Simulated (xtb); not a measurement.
Cl5Sb, charge -1, doublet, at a GFN2-xTB geometry (a state made from the parent by changing its charge; the spin is typed, not shown lowest), atoms displaced at random by about 0.05 Å a coordinate; GFN2-xTB in xtb 6.7.1.

Input for xtb:
```
$ xtb mol.xyz --gfn 2 --chrg -1 --uhf 1 --opt tight --json

# file mol.xyz
6

Sb     0.01671229    -0.19361847    -0.16594868
Cl     2.18833835     0.47400091    -0.99016993
Cl     1.17937221    -1.34231255     1.79053195
Cl    -1.09761088     0.87149864    -2.14770666
Cl    -2.27399361    -1.07883032     0.72527064
Cl    -0.12555097     1.77061545     1.15619270
```

Task: Predict the main parts of the log of this xtb run.

Result: 
```
   ID    Z sym.   atoms
    1   51 Sb     1
    2   17 Cl     2-6

           -------------------------------------------------
          |                Calculation Setup                |
           -------------------------------------------------

           -------------------------------------------------
          |                 G F N 2 - x T B                 |
           -------------------------------------------------

          ...................................................
          :                      SETUP                      :
          :.................................................:
          :  # basis functions                  60          :
          :  # atomic orbitals                  54          :
          :  # shells                           18          :
          :  # electrons                        41          :
          :  max. iterations                   250          :
          :  Hamiltonian                  GFN2-xTB          :
          :  restarted?                      false          :
          :  GBSA solvation                  false          :
          :  PC potential                    false          :
          :  electronic temp.          300.0000000     K    :
          :  accuracy                    1.0000000          :
          :  -> integral cutoff          0.2500000E+02      :
          :  -> integral neglect         0.1000000E-07      :
          :  -> SCF convergence          0.1000000E-05 Eh   :
          :  -> wf. convergence          0.1000000E-03 e    :
          :  Broyden damping             0.4000000          :
          :  net charge                         -1          :
          :  unpaired electrons                  1          :
          ...................................................

 iter      E             dE          RMSdq      gap      omega  full diag
   1    -25.3578732 -0.253579E+02  0.839E+00    4.47       0.0  T
   2    -25.3989069 -0.410337E-01  0.504E+00    3.60       1.0  T
   3    -25.3830601  0.158468E-01  0.344E+00    4.03       1.0  T
   4    -25.4047574 -0.216973E-01  0.172E+00    3.36       1.0  T
   5    -25.4129064 -0.814904E-02  0.971E-01    3.74       1.0  T
   6    -25.4171887 -0.428231E-02  0.308E-01    3.64       1.0  T
   7    -25.4174258 -0.237102E-03  0.111E-01    3.62       1.0  T
   8    -25.4174693 -0.435239E-04  0.339E-02    3.61       1.2  T
   9    -25.4174661  0.318596E-05  0.381E-02    3.60       1.1  T
[...]
         :: total energy             -25.415173651230 Eh    ::
 * total energy  :   -25.4151737 Eh     change       -0.6322907E-09 Eh
 * total energy  :   -25.4162880 Eh     change       -0.1114300E-02 Eh
 * total energy  :   -25.4168617 Eh     change       -0.5737819E-03 Eh
 * total energy  :   -25.4168654 Eh     change       -0.3672094E-05 Eh
 * total energy  :   -25.4169180 Eh     change       -0.5260569E-04 Eh
 * total energy  :   -25.4169071 Eh     change        0.1087304E-04 Eh
 * total energy  :   -25.4169234 Eh     change       -0.1627167E-04 Eh
 * total energy  :   -25.4169226 Eh     change        0.8226935E-06 Eh
 * total energy  :   -25.4169243 Eh     change       -0.1662626E-05 Eh
 * total energy  :   -25.4169238 Eh     change        0.4158395E-06 Eh
 * total energy  :   -25.4169246 Eh     change       -0.7996051E-06 Eh
   *** GEOMETRY OPTIMIZATION CONVERGED AFTER 11 ITERATIONS ***
         :: total energy             -25.416924634628 Eh    ::
[...]
             Fermi-level           -0.2226069 Eh           -6.0574 eV

     #   Z          covCN         q      C6AA      α(0)
     1  51 Sb       3.952     0.449   353.164    35.776
     2  17 Cl       0.784    -0.312   109.015    15.972
     3  17 Cl       0.784    -0.312   109.015    15.972
     4  17 Cl       0.784    -0.312   109.013    15.972
     5  17 Cl       0.784    -0.312   109.016    15.972
     6  17 Cl       0.819    -0.200   105.365    15.703

 Mol. C6AA /au·bohr⁶  :       4979.017392
 Mol. C8AA /au·bohr⁸  :     279243.069962
 Mol. α(0) /au        :        115.365854

Wiberg/Mayer (AO) data.
largest (>0.10) Wiberg bond orders for each atom

 ---------------------------------------------------------------------------
     #   Z sym  total        # sym  WBO       # sym  WBO       # sym  WBO
 ---------------------------------------------------------------------------
     1  51 Sb   4.054 --     6 Cl   1.061     4 Cl   0.748     2 Cl   0.748
                             3 Cl   0.748     5 Cl   0.748
     2  17 Cl   1.049 --     1 Sb   0.748     3 Cl   0.106     4 Cl   0.106
     3  17 Cl   1.049 --     1 Sb   0.748     5 Cl   0.106     2 Cl   0.106
     4  17 Cl   1.049 --     1 Sb   0.748     5 Cl   0.106     2 Cl   0.106
     5  17 Cl   1.049 --     1 Sb   0.748     3 Cl   0.106     4 Cl   0.106
     6  17 Cl   1.228 --     1 Sb   1.061
 ---------------------------------------------------------------------------

Topologies differ in total number of bonds
Writing topology from bond orders to xtbtopo.mol

molecular dipole:
                 x           y           z       tot (Debye)
 q only:        0.044      -0.248      -0.173
   full:        0.046      -0.275      -0.190       0.858
molecular quadrupole (traceless):
                xx          xy          yy          xz          yz          zz
 q only:       -5.397      -1.074       6.229      -0.674       7.391      -0.832
  q+dip:       -6.579      -1.309       7.594      -0.825       9.013      -1.015
   full:       -7.053      -1.404       8.140      -0.885       9.662      -1.087

optimized geometry written to: xtbopt.xyz

           -------------------------------------------------
          | TOTAL ENERGY              -25.416924634628 Eh   |
          | GRADIENT NORM               0.000033911476 Eh/α |
          | HOMO-LUMO GAP               3.957993238131 eV   |
           -------------------------------------------------

normal termination of xtb
```
